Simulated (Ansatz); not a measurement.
Input file for C2H6Al2O:

```yaml
crystal:
  periodic: [false, false, false]
  atoms:
    - {symbol: C, position_ang: [-2.021743, -0.290948, 0.074072]}
    - {symbol: Al, position_ang: [-0.211069, -0.829431, 0.562954]}
    - {symbol: C, position_ang: [0.955768, 0.633105, 1.054352]}
    - {symbol: O, position_ang: [1.835273, 1.445022, 0.897938]}
    - {symbol: Al, position_ang: [1.852443, 0.495940, -0.877777]}
    - {symbol: H, position_ang: [-2.707159, -0.421161, 0.915747]}
    - {symbol: H, position_ang: [-2.393406, -0.902753, -0.752353]}
    - {symbol: H, position_ang: [-2.062101, 0.753975, -0.240549]}
    - {symbol: H, position_ang: [0.343977, -2.160796, 1.209590]}
    - {symbol: H, position_ang: [3.203408, -0.314583, -0.911321]}
    - {symbol: H, position_ang: [1.270008, 1.534828, -1.912054]}
basis:
  gaussian: {orbitals: def2-SVP}
correlation: {method: ccsd_t}
```

```sh
$ ansatz run in.yaml --threads 4 --pin off --events-out ev --progress --plain --max-ram 10444MiB
```

Log, shortened:

```
Functional definition: HF
1047 factors; integrals over basis functions are off by at most 1.2e-3 eV
mean field evaluation 1: about -17347.0578 eV, gradient 3.2e1 eV
mean field evaluation 2: about -17347.0657 eV, gradient 3.2e1 eV
mean field evaluation 4: about -17349.9010 eV, gradient 4.9e0 eV
mean field evaluation 8: about -17349.9742 eV, gradient 2.0e-3 eV
mean field -17349.97420227 eV, -637.5997916986 hartree, gradient 2.5e-6 eV, S^2 0.000000; 0 other end points of the search recorded, 0 dependent functions left out; unrestricted orbitals would lower it
13 core orbitals not correlated: weight in the atoms' cores, before any rotation towards them, 1.000 or more for the frozen orbitals, at most 0.000 for the correlated occupied ones
reference -17349.97420227 eV, -637.5997916986 hartree; 13, 13 occupied and 82, 82 virtual orbitals, 1047 factors
second order -16.13442577 eV of doubles, -0.00000000 eV of singles
cycle   1  -16.74782687 eV  change   -6.1e-1 eV  update   1.3e-1
cycle   2  -17.32645750 eV  change   -5.8e-1 eV  update   4.6e-2
cycle   3  -17.52415641 eV  change   -2.0e-1 eV  update   2.7e-2
cycle   4  -17.51628807 eV  change    7.9e-3 eV  update   7.5e-3
cycle   5  -17.51279740 eV  change    3.5e-3 eV  update   3.6e-3
cycle   6  -17.51345987 eV  change   -6.6e-4 eV  update   1.2e-3
cycle   7  -17.51271997 eV  change    7.4e-4 eV  update   5.3e-4
cycle   8  -17.51269507 eV  change    2.5e-5 eV  update   1.9e-4
cycle   9  -17.51278495 eV  change   -9.0e-5 eV  update   7.5e-5
cycle  10  -17.51275970 eV  change    2.5e-5 eV  update   3.6e-5
cycle  11  -17.51276247 eV  change   -2.8e-6 eV  update   1.9e-5
perturbative correction -0.64285869 eV, -0.0236246213 hartree
Total energy: -17368.12982343 eV, -638.2669984700 hartree
```

It took 3.8 s on 4 threads of an Arm Neoverse V2 on a shared host, with 0.5 GiB of host memory at the peak.

MP2 recovers 88.9 % of the CCSD(T) correlation energy and the triples give 3.5 %; T1 = 0.0189.
